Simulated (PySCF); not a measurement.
Job for PySCF: R-B3LYP/LANL2DZ on CH3FOSi (SMILES CO[Si]F), a point of a torsion scan.

```python
from pyscf import gto, scf, dft, mp
from pyscf.data.elements import chemcore

mol = gto.M(
    atom='''
    C    -0.85242196   -0.02241774    0.12165194
    O     0.05227506    1.04795895    0.08463335
    Si    0.68949094    1.98925986   -1.04934759
    F     0.06381618    1.30175504   -2.40875944
    H    -0.68866038   -0.70410493   -0.71525265
    H    -1.87576330    0.35699915    0.07879994
    H    -0.70464449   -0.55814458    1.06065696
    ''',
    basis='lanl2dz',
    ecp={'Si': 'lanl2dz'},
    charge=0, spin=0, verbose=3, max_memory=1800)
mf = dft.RKS(mol, xc='b3lyp')
mf.conv_tol = 1e-8
mf.max_cycle = 100
mf.kernel()
if not mf.converged:
    mf = mf.newton().run(mf.mo_coeff, mf.mo_occ)
```

It printed:

```
converged SCF energy = -218.898411344113
```

The calculation finished and met its thresholds.

Cost: around 2.9 core-seconds (rough).
